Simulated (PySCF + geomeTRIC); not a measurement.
Species: C3H8NO, SMILES `CN(C)C=[OH+]` (C–N–C–O torsion 0°) (charge 1, multiplicity 1).

Task: Give a relaxed geometry from PySCF + geomeTRIC with TPSSh-D3(BJ)/def2-TZVP.

Result: Several could match; the one computed here: the end point of this relaxation, one of several conformers (outside a Z-matrix the atoms follow the SMILES, hydrogens last).
Z-matrix (Å, degrees):
```
N
C 1 1.2893
O 2 1.3065 1 120.48
H 3 0.9712 2 112.33 1 180.00
H 2 1.0860 1 119.28 3 180.00
C 1 1.4731 2 120.47 5 0.00
H 6 1.0879 1 109.81 2 0.01
H 6 1.0898 7 110.02 1 -119.48
H 6 1.0898 7 110.02 8 -121.04
C 1 1.4740 2 122.80 5 179.99
H 10 1.0850 1 110.03 2 0.01
H 10 1.0901 11 110.42 1 119.30
H 10 1.0901 11 110.42 12 121.39
```
